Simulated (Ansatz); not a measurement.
Ideal-gas functions of CH₅ClGe (`Cl[CH2][GeH3]`) at 500 K and 1 bar, from an Ansatz frequency run at PBE0-D4/def2-TZVP.

Molar mass 125.11 g/mol, point group Cs (symmetry number 1), electronic degeneracy 1, moments of inertia 24.301, 244.514, 259.268 u Å². Harmonic wavenumbers (cm⁻¹, unscaled): 129, 165, 481, 493, 647, 768, 789, 826, 879, 883, 1131, 1195, 1436, 2146, 2173, 2178, 3100, 3165.

Use S(trans) = R[1.5 ln M + 2.5 ln T − 1.1517]; rotational temperatures θ = 24.2544 K / I; S(rot) = R[ln(√π/σ · √(T³/θAθBθC)) + 1.5]; for each mode x = 1.438777 ν̃/T, S = R[x/(eˣ − 1) − ln(1 − e⁻ˣ)] and H = RT x/(eˣ − 1); 1 cm⁻¹ = 0.0119627 kJ/mol; R = 8.31446 J/(mol·K).

Task: By hand: the entropy, in J/(mol·K).

Result: Translation 179.8. Rotation: θ = 0.9981, 0.0992, 0.0935 K, giving 114.2. Vibration, mode by mode: 16.60, 14.59, 6.25, 6.07, 4.25, 3.23, 3.08, 2.83, 2.51, 2.49, 1.41, 1.22, 0.69, 0.12, 0.12, 0.11, 0.01, 0.01, in all 65.6. Electronic 0.0. Sum 359.6 J/(mol·K).

Task: By hand: H − E and G − E in kJ/mol, counted from the electronic energy.

Result: Zero-point energy ½ × 22584 × 0.0119627 = 135.1; thermal vibration 18.4; translation, rotation and pV give 4 RT = 16.6. H − E = 170.1 kJ/mol, and G − E = 170.1 − 500 × 359.6/1000 = -9.7 kJ/mol.

Vibration gives 18 % of the entropy, 16.6 J/(mol·K) of it from the mode under 150 cm⁻¹: soft modes count most, and the harmonic formula is weakest for them.
